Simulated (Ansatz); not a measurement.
`C[Si](O)([SiH3])Cl` + HCl → `O[Si]([SiH3])(Cl)Cl` + CH₄ at 500 K and 1 bar (ligand exchange at the Si–C bond).

Gas-phase electronic energies from Ansatz, PBE0-D4/def2-TZVP geometries. CCSD(T)/CBS adds triple-zeta CCSD(T) − MP2 to the extrapolated MP2 energy (def2 sets, frozen cores). This one scheme is used for every species. One conformer a species, not always the lowest.

| species | CCSD(T)/CBS energy (Eh) | H − E (kJ/mol) | S (J/(mol·K)) |
| --- | --- | --- | --- |
| `C[Si](O)([SiH3])Cl` | -1155.49045 | 263.4 | 471.4 |
| HCl | -460.38127 | 32.5 | 201.9 |
| `O[Si]([SiH3])(Cl)Cl` | -1575.44956 | 165.8 | 454.7 |
| CH₄ | -40.46206 | 135.6 | 206.8 |

H − E and S are ideal-gas, rigid-rotor, harmonic terms from PBE0-D4/def2-TZVP, for one conformer and one mirror image of each species. 1 Eh = 2625.50 kJ/mol, R = 8.31446 J/(mol·K).

Problem. By hand: ΔE, ΔH, ΔS and ΔG.

Solution. ΔE = (-1575.44956) + (-40.46206) − (-1155.49045) − (-460.38127) = -0.03990 Eh = -104.8 kJ/mol. Δ(H − E) = 165.8 + 135.6 − 263.4 − 32.5 = 5.5, so ΔH = -99.3 kJ/mol. ΔS = 454.7 + 206.8 − 471.4 − 201.9 = -11.8 J/(mol·K). ΔG = -99.3 − 500 × (-11.8)/1000 = -93.4 kJ/mol.

Problem. By hand: the equilibrium constant, and the temperature at which ΔG would vanish if ΔH and ΔS stayed fixed.

Solution. log₁₀ K = −ΔG/(RT ln 10) = 9.8. ΔG = 0 at ΔH/ΔS = 8415 K, far beyond where these terms or the molecules hold.

The number of gas molecules stays the same, so ΔS is small and ΔH decides. A doubt of 5 kJ/mol in ΔE shifts log₁₀ K by 0.5 here. Other conformers and mirror images would add mixing entropy, several J/(mol·K) or more a flexible species. These are equilibria of isolated gas molecules and say nothing of rates. Largest T1 diagnostic: 0.011 (customary marks: 0.02 for closed shells, 0.045 for open ones).
